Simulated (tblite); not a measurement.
C3H6B2F2O.
SMILES with atom numbers: `[BH2:1]/[C:2](=[CH:3]\[O:4][CH3:5])[B:6]([F:7])[F:8]` (hydrogens: H9, H10 on B1; H11 on C3; H12, H13, H14 on C5)

Computed with GFN2-xTB (tblite), gas phase: L-BFGS steps from a force-field or distance-geometry start until the largest atomic force falls under 0.01 eV/Å.

Step 28: E = -695.0427 eV
```
atom  x, y, z in Å  |  force x, y, z in eV/Å
B1      1.3423    1.5224    0.7113    0.004   0.042   0.011
C2      1.0512    0.0691    0.2681    0.005   0.063   0.017
C3     -0.1994   -0.3011   -0.1275    0.000  -0.010  -0.003
O4     -1.2386    0.5209   -0.1658    0.012  -0.041  -0.006
C5     -2.4705   -0.0196   -0.5980   -0.010  -0.010  -0.006
B6      2.1332   -1.0322    0.2447   -0.007   0.010  -0.001
F7      1.8819   -2.2826   -0.1387   -0.012  -0.004  -0.003
F8      3.3931   -0.8478    0.5958   -0.009   0.006   0.000
H9      2.4202    1.8264    1.0447   -0.027  -0.031  -0.013
H10     0.4742    2.3059    0.7068    0.052  -0.009   0.011
H11    -0.3977   -1.3270   -0.4395   -0.004  -0.029  -0.007
H12    -3.1934    0.7925   -0.5614   -0.006   0.013   0.002
H13    -2.3986   -0.3977   -1.6215    0.005   0.004  -0.016
H14    -2.7986   -0.8297    0.0590   -0.004  -0.004   0.016
```

Step 29: E = -695.0431 eV
```
atom  x, y, z in Å  |  force x, y, z in eV/Å
B1      1.3447    1.5237    0.7120   -0.001   0.051   0.012
C2      1.0507    0.0712    0.2680    0.008   0.061   0.020
C3     -0.1993   -0.3016   -0.1276    0.004   0.001  -0.001
O4     -1.2395    0.5185   -0.1664    0.009  -0.020  -0.002
C5     -2.4718   -0.0215   -0.5988    0.002  -0.009  -0.003
B6      2.1315   -1.0303    0.2447   -0.002  -0.001  -0.005
F7      1.8758   -2.2797   -0.1393   -0.003  -0.017  -0.004
F8      3.3921   -0.8499    0.5950   -0.009   0.008   0.001
H9      2.4230    1.8277    1.0458   -0.034  -0.043  -0.018
H10     0.4787    2.3093    0.7088    0.043  -0.008   0.009
H11    -0.3957   -1.3280   -0.4391   -0.003  -0.028  -0.006
H12    -3.1935    0.7923   -0.5615    0.000  -0.009  -0.003
H13    -2.3985   -0.4000   -1.6223   -0.005   0.010  -0.010
H14    -2.7989   -0.8321    0.0584   -0.010   0.004   0.010
```

Task: Estimate the geometry and energy of step 30. (The exact step hangs on the optimiser's Hessian estimate; all steps are aligned on step 29, rigid shifts and turns removed.)

Result: E = -695.0434 eV, largest force 0.050 eV/Å
```
atom  x, y, z in Å  |  force x, y, z in eV/Å
B1      1.3468    1.5254    0.7128   -0.007   0.036   0.007
C2      1.0505    0.0739    0.2683    0.006   0.033   0.014
C3     -0.1989   -0.3021   -0.1276    0.007   0.006   0.001
O4     -1.2402    0.5160   -0.1670    0.003   0.000   0.001
C5     -2.4729   -0.0232   -0.5995    0.011  -0.008   0.001
B6      2.1300   -1.0287    0.2447   -0.001  -0.007  -0.006
F7      1.8710   -2.2774   -0.1398    0.003  -0.017  -0.003
F8      3.3911   -0.8513    0.5945   -0.007   0.008   0.001
H9      2.4248    1.8281    1.0464   -0.018  -0.044  -0.015
H10     0.4832    2.3119    0.7106    0.019   0.011   0.007
H11    -0.3938   -1.3293   -0.4388    0.004  -0.016  -0.001
H12    -3.1934    0.7921   -0.5616    0.004  -0.025  -0.006
H13    -2.3991   -0.4018   -1.6231   -0.010   0.013  -0.004
H14    -2.7998   -0.8340    0.0580   -0.013   0.009   0.005
```

The energy changes by -0.0003 eV. The first-order estimate −F·Δx gives -0.0004 eV and the mean of the old and new forces, exact on a quadratic surface, -0.0003 eV. The step makes an angle of 71° with the force vector and moves no atom by more than 0.006 Å.

The cost below is that of the whole relaxation. The run took 0.23 s of wall time on an Arm Neoverse V1 with one thread, no GPU, shared host with 32 logical CPUs at a one-minute load of 19.
